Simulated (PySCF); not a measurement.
# Property card for `C#C[P@@](=O)([O-])C1=CCCC1`

Species: C7H8O2P (charge -1).
Numbering: `[CH:1]#[C:2][P@@:3](=[O:4])([O-:5])[C:6]1=[CH:7][CH2:8][CH2:9][CH2:10]1` (hydrogens: H11 on C1; H12 on C7; H13, H14 on C8; H15, H16 on C9; H17, H18 on C10)

Geometry (PBE0-D3(BJ)/def2-SVP, Å), atoms numbered from 1 in this order:
```xyz
18
C7H8O2P angstrom
C      3.5270    0.8702   -0.4842
C      2.6678    0.7972    0.3787
P      1.3932    0.6999    1.6953
O      1.8589   -0.3320    2.6851
O      1.0149    2.1160    2.0403
C      0.0170    0.0110    0.7136
C     -0.5615   -1.1781    0.9323
C     -1.7924   -1.3769    0.0884
C     -1.6699   -0.2552   -0.9605
C     -0.7450    0.7955   -0.3219
H      4.2859    0.9388   -1.2405
H     -0.1998   -1.8803    1.6882
H     -2.7073   -1.2605    0.7044
H     -1.8613   -2.3811   -0.3672
H     -2.6448    0.1516   -1.2760
H     -1.1836   -0.6621   -1.8630
H     -0.0798    1.2873   -1.0507
H     -1.2963    1.6084    0.1841
```

Structural features include: alkyne, C=C double bond and P=O bond.

**PBE0-D3(BJ)/def2-SVP geometry optimisation, gas phase (PySCF)**

* Point group: C1
* Rotational constants A, B, C: 1.877, 0.816, 0.734 GHz

PBE0/pcSseg-1 ground state and GIAO shieldings, non-relativistic (PySCF):

- HOMO energy: -2.53 eV
- LUMO energy: 3.64 eV
- HOMO–LUMO gap: 6.17 eV
- Lowest Hirshfeld atomic charge: -0.48 e on O5
- Highest Hirshfeld atomic charge: +0.35 e on P3
- 13C chemical shifts (computed TMS as zero) by class: 165.6 (C6), 136.2 (C7), 100.2 (C2), 74.2 (C1), 36.7 (C10), 36.7 (C8), 28.0 (C9) ppm
- 1H chemical shifts (computed TMS as zero) by class: 5.94 (H12), 2.47 (H18), 2.40 (H17), 2.13 (H13), 2.00 (H14), 1.49 (H15), 1.42 (H11), 1.37 (H16) ppm
- Isotropic shieldings of nuclei other than C and H, by class: 150 (O5), 165 (O4), 344 (P3) ppm
- Mayer bond orders between heavy atoms: C1–C2 2.68, C2–P3 0.68, P3–O4 1.78, P3–O5 1.76, P3–C6 0.81, C6–C7 1.86, C7–C8 1.01, C8–C9 1.03, C9–C10 1.02, C10–C6 1.01

Monoisotopic mass of the ion (most abundant isotopes, electron mass counted): 155.0267 u.

The rotational constants make it an asymmetric top with κ = (2B − A − C)/(A − C) = -0.86, nearer the prolate limit (−1). With B = h/(8π²I), that is 505.379 GHz u Å² over I, the principal moments of inertia are 269.2, 619.2 and 688.9 u Å² (most abundant isotopes); the inertial defect Ic − Ia − Ib is -199.5 u Å² (zero for a rigid planar frame, negative otherwise).

No diffuse functions stand in pcSseg-1, which bears on an anion's orbital energies.

For the geometry optimisation (PBE0-D3(BJ)/def2-SVP), hardware: one thread, Arm Neoverse V1 (aarch64), on a shared host. Cost: 3.3 min wall, 0.83 GiB resident at most.

One conformer stands for the species.
